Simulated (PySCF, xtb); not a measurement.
Potential energy curve for H₂ (cation, charge +1), doublet.

GFN1-xTB (xtb); UMP2/6-31G* = unrestricted MP2 (frozen core)/6-31G*, spherical d run with PySCF; UKS-B3LYP/6-31G* = unrestricted B3LYP/6-31G*, spherical d in PySCF; UCCSD(T) = CCSD(T) on UHF/cc-pVDZ run with PySCF.

Energies relative to the lowest point of each curve near equilibrium, in kcal/mol; the last columns give the difference from UCCSD(T):

```tsv
R / Å	GFN1-xTB	UMP2/6-31G*	UKS-B3LYP/6-31G*	UCCSD(T)	GFN1-xTB − UCCSD(T)	UMP2/6-31G* − UCCSD(T)	UKS-B3LYP/6-31G* − UCCSD(T)
0.87	0.2	4.1	6.9	5.7	-5.5	-1.5	1.3
0.92	0.0	1.8	3.9	2.7	-2.7	-0.8	1.3
0.99	0.6	0.3	1.4	0.5	0.1	-0.2	0.9
1.04	1.4	0.0	0.4	0.0	1.4	0.0	0.4
1.07	2.0	0.1	0.1	0.1	2.0	0.0	0.1
1.10	2.7	0.3	0.0	0.3	2.3	0.0	-0.3
1.12	3.1	0.5	0.0	0.6	2.5	-0.1	-0.6
1.17	4.3	1.3	0.2	1.6	2.7	-0.3	-1.4
1.21	5.3	2.1	0.5	2.6	2.7	-0.5	-2.1
1.27	6.9	3.5	1.3	4.5	2.4	-1.1	-3.3
1.37	9.6	6.2	2.9	8.3	1.3	-2.1	-5.4
1.49	12.8	9.8	5.3	13.5	-0.7	-3.6	-8.2
1.63	16.3	14.3	8.2	19.7	-3.4	-5.4	-11.5
1.81	20.4	20.1	11.8	27.3	-6.9	-7.2	-15.5
1.98	23.6	25.4	14.9	33.7	-10.1	-8.3	-18.7
2.22	27.1	32.1	18.5	41.1	-14.0	-9.0	-22.6
2.42	29.2	36.9	20.7	46.1	-16.8	-9.2	-25.4
2.66	30.9	41.6	22.5	50.8	-19.9	-9.2	-28.3
2.94	31.8	45.7	23.6	54.9	-23.1	-9.1	-31.3
3.27	31.8	49.0	23.8	58.2	-26.3	-9.1	-34.3
3.83	30.3	52.0	23.0	61.2	-30.9	-9.2	-38.2
4.40	—	53.3	21.6	62.5	—	-9.3	-41.0
```

GFN1-xTB is furthest from UCCSD(T) at 3.83 (-30.9 kcal/mol, below); its mean absolute difference over the points is 8.5 kcal/mol.

UMP2/6-31G* is furthest from UCCSD(T) at 4.40 (-9.3 kcal/mol, below); its mean absolute difference over the points is 4.3 kcal/mol.

UKS-B3LYP/6-31G* is furthest from UCCSD(T) at 4.40 (-41.0 kcal/mol, below); its mean absolute difference over the points is 13.3 kcal/mol.

A dash means that the run gave no value there, or that the column was ended at a point which the program doubted or which failed a test of continuity chosen for this set; such a test can also cut sound points.
